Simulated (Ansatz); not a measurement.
`F[Si]1([GeH3])CO1` and `F[Si]1([GeH3])CS1` differ in one element.

Ansatz, PBE0-D4/def2-TZVP geometries, multiplicity 1. 

Scalar relativity is left out up to krypton.

| property | `F[Si]1([GeH3])CO1` |
| --- | --- |
| LUMO energy (ωB97M-V/def2-TZVPP) / eV | 1.22 |
| LUMO energy (B3LYP/def2-TZVPP) / eV | -0.79 |
| HOMO–LUMO gap (ωB97M-V/def2-TZVPP) / eV | 11.12 |
| HOMO–LUMO gap (B3LYP/def2-TZVPP) / eV | 6.70 |
| HOMO energy (PBE0/def2-TZVPP) / eV | -7.71 |
| HOMO energy (B3LYP/def2-TZVPP) / eV | -7.49 |

Q: What does the change do to each property? (Estimate.)

A: Ansatz gave: 
```csv
property,`F[Si]1([GeH3])CS1`,shift
LUMO energy (ωB97M-V/def2-TZVPP) / eV,1.36,0.14
LUMO energy (B3LYP/def2-TZVPP) / eV,-0.64,0.15
HOMO–LUMO gap (ωB97M-V/def2-TZVPP) / eV,10.73,-0.39
HOMO–LUMO gap (B3LYP/def2-TZVPP) / eV,6.33,-0.37
HOMO energy (PBE0/def2-TZVPP) / eV,-7.22,0.49
HOMO energy (B3LYP/def2-TZVPP) / eV,-6.96,0.53
```

With PBE0 the HOMO rises by 0.49 eV and the LUMO rises by 0.14 eV, so the gap narrows by about 0.35 eV. PBE moves the HOMO by 0.39 eV and ωB97M-V by 0.53 eV.

B3LYP here is the variant with VWN-RPA as its local correlation; programs differ in this.
